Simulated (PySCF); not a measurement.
Species: C3H10SSi.
SMILES with atom numbers: `[SiH3:1][CH2:2][CH2:3][CH2:4][SH:5]` (hydrogens: H6, H7, H8 on Si1; H9, H10 on C2; H11, H12 on C3; H13, H14 on C4; H15 on S5)

Computed by this run: PBE0-D3(BJ)/def2-SVP geometry optimisation, gas phase in PySCF; density fitting, grid level 1; the optimiser is geomeTRIC in internal coordinates, started from a GFN2-xTB structure with every atom displaced at random (about 0.01 Å).

Step 0: E = -21967.9960 eV
```
atom  x, y, z in Å  |  force x, y, z in eV/Å
Si1    -2.2669    0.6098    0.6325    0.309   0.772  -0.868
C2     -0.7272    0.3645   -0.4238    0.136   0.138   0.747
C3      0.3836   -0.3053    0.3500    1.334   0.397  -0.217
C4      1.6698   -0.4911   -0.5140   -1.403  -0.444   1.086
S5      2.9901   -1.3477    0.3625    0.204  -0.336  -0.244
H6     -1.9532    1.4766    1.7794    0.103   0.200   0.420
H7     -2.7727   -0.6640    1.0904   -0.368  -0.851   0.345
H8     -3.2832    1.3063   -0.1976   -0.273   0.033  -0.027
H9     -0.3648    1.3331   -0.7841   -0.114   0.292  -0.194
H10    -0.9632   -0.2430   -1.2858   -0.325  -0.313  -0.715
H11     0.6569    0.3042    1.2363   -0.063  -0.111  -0.092
H12     0.0790   -1.2760    0.7325   -0.121  -0.500   0.171
H13     1.9916    0.4704   -0.8857    0.338   0.574  -0.367
H14     1.3992   -1.1336   -1.3557    0.159  -0.102  -0.346
H15     3.1457   -0.4217    1.3134    0.085   0.252   0.299
```

Question: Estimate the geometry and energy of step 1. (The exact step hangs on the optimiser's Hessian estimate; all steps are aligned on step 0, rigid shifts and turns removed.)

Answer: E = -21968.1121 eV, largest force 0.233 eV/Å
```
atom  x, y, z in Å  |  force x, y, z in eV/Å
Si1    -2.2912    0.6441    0.5969   -0.053  -0.163   0.158
C2     -0.7158    0.3673   -0.3999    0.001  -0.029  -0.186
C3      0.4207   -0.3052    0.3687   -0.095  -0.142   0.043
C4      1.6554   -0.5061   -0.4949    0.107   0.190  -0.050
S5      3.0374   -1.3542    0.3301   -0.046   0.068   0.090
H6     -1.9933    1.4842    1.7987   -0.011   0.019   0.001
H7     -2.8410   -0.6690    1.0731    0.042   0.062  -0.016
H8     -3.3543    1.3173   -0.2086    0.044   0.036  -0.056
H9     -0.3828    1.3484   -0.7844   -0.012  -0.008  -0.016
H10    -0.9766   -0.2348   -1.2932    0.014   0.077   0.093
H11     0.6887    0.3016    1.2507    0.015   0.012   0.015
H12     0.0985   -1.2870    0.7641    0.031   0.096  -0.033
H13     2.0046    0.4616   -0.9045   -0.038  -0.161   0.049
H14     1.4181   -1.1471   -1.3594    0.008   0.005   0.000
H15     3.2163   -0.4384    1.3129   -0.005  -0.062  -0.090
```

The energy changes by -0.1161 eV. The first-order estimate −F·Δx gives -0.2641 eV and the mean of the old and new forces, exact on a quadratic surface, -0.1157 eV. The step makes an angle of 63° with the force vector and moves no atom by more than 0.073 Å.

The cost below is that of the whole optimisation. Time: 35 s; peak memory 0.50 GiB. Hardware: an Arm Neoverse V1 with one thread (shared host).
